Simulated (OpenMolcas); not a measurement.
**Nb IV: effect of the active space**

* Program: OpenMolcas 26.06
* Method: SS-CASPT2 or its RAS form, IPEA 0.25 Eh, imaginary shift 0.1 Eh
* Basis: ANO-RCC-VTZP
* Scalar Hamiltonian: DKH2, point nucleus
* Spin-orbit coupling: state interaction with AMFI integrals over the reference wave functions, term energies averaged over their components

A. 2 electrons in 5 orbitals (4d); 2S+1 = 3 even, 10 roots; 2S+1 = 1 even, 15 roots; closed shells correlated: 4s 4p; CASPT2 step of the order of 4 core-seconds
B. 8 electrons in 8 orbitals (RAS1 4p, at most 2 holes; RAS2 4d); 2S+1 = 3 even, 10 roots; 2S+1 = 1 even, 15 roots; closed shells correlated: 4s; CASPT2 step about 11 core-seconds
C. 2 electrons in 9 orbitals (RAS2 4d 5s; RAS3 5p, at most 2 electrons); 2S+1 = 3 even, 15 roots; 2S+1 = 1 even, 21 roots kept (CI in the orbitals of an earlier block); 2S+1 = 3 odd, 15 roots; 2S+1 = 1 odd, 15 roots kept (CI in the orbitals of an earlier block); closed shells correlated: 4s 4p; CASPT2 step about 40 core-seconds
D. 2 electrons in 10 orbitals (4d 5d); 2S+1 = 3 even, 10 roots; 2S+1 = 1 even, 15 roots; closed shells correlated: 4s 4p; CASPT2 step about 80 core-seconds

Energies in eV above 4d2 3F2.

```tsv
Level	A	B	C	D
4d2 3F2	0.0000	0.0000	0.0000	0.0000
4d2 3F3	0.1352	0.1471	0.1366	0.1359
4d2 3F4	0.291	0.315	0.294	0.293
4d2 1D2	0.997	1.002	1.019	0.996
4d2 3P0	1.263	1.237	1.266	1.256
4d2 3P1	1.317	1.296	1.322	1.308
4d2 3P2	1.430	1.420	1.438	1.420
4d2 1G4	1.782	1.742	1.765	1.789
4d2 1S0	3.932	3.876	3.941	3.965
```

Among A to D the level of the table that moves most is 4d2 1S0, by 720 cm-1 (lowest in B, highest in D). Moves below CASPT2's spread within the term are not significant.

Term energies are means over components that CASPT2 splits; among the terms shown or strongly mixed into the levels shown the widest spread is 660 cm-1 (4d2 1G, D). Active for correlation alone: 4p; no level in the range computed is led by a configuration that opens it, so any true level of that kind is missing (holds for B). Terms from blocks run as CI alone lack orbitals of their own (holds for C). Active for correlation alone: 5d; no level in the range computed is led by a configuration that fills it, so any true level of that kind is missing (holds for D). Levels of configurations outside the active space are missing. The table leaves out levels that lie high or whose names do not pair safely across all columns.
